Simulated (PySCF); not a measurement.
# Distorted geometries of Hg2F4

Hg2F4 (singlet). PySCF 2.14.0, RKS TPSS, Hg def2-SVP with ECP60, F def2-SVP; non-relativistic Hamiltonian with scalar-relativistic core potentials where named; density fitting; no spin-orbit coupling. Relaxed geometry:

```xyz
6

Hg   -0.4142    0.0000    1.7978
Hg    0.4142    0.0000   -1.7978
F     1.3736    0.0000   -0.0618
F    -1.3736    0.0000    0.0618
F     0.4217    0.0000    3.5467
F    -0.4217    0.0000   -3.5467
```

Question: Order these distorted geometries by energy above the relaxed one, lowest first.
A.
```xyz
6

Hg   -0.3323    0.0049    1.8231
Hg    0.3811    0.0070   -1.8213
F     1.4509    0.1184    0.0958
F    -1.5835   -0.2660    0.0743
F     0.2733    0.0956    3.4725
F    -0.1896    0.0400   -3.6445
```
B.
```xyz
6

Hg   -0.4630    0.0981    1.7341
Hg    0.2474    0.0401   -1.9598
F     1.4362    0.0080   -0.1522
F    -1.1886   -0.1463    0.3161
F     0.4300   -0.1746    3.5308
F    -0.4619    0.1747   -3.4690
```
C.
```xyz
6

Hg   -0.4114   -0.0332    1.7720
Hg    0.3732    0.0040   -1.7336
F     1.4235   -0.0257   -0.0876
F    -1.4150   -0.0021    0.0678
F     0.4349    0.0473    3.5571
F    -0.4052    0.0098   -3.5756
```

Answer: C (0.10 eV), A (1.18 eV), B (4.56 eV).

Question: Which forces (eV/Å) act in the one that lies 1.18 eV up?

Answer: 
```
Hg  -4.05 -0.84 -8.04
Hg   1.14  0.18  2.97
F   -1.29 -0.09 -1.75
F    1.89  0.33  1.06
F    2.72  0.49  6.68
F   -0.40 -0.07 -0.91
```
Forces carry noise of the integration grid, about 0.01 to 0.03 eV/Å.

No frequency check is given that shows the relaxed geometry to be a minimum.
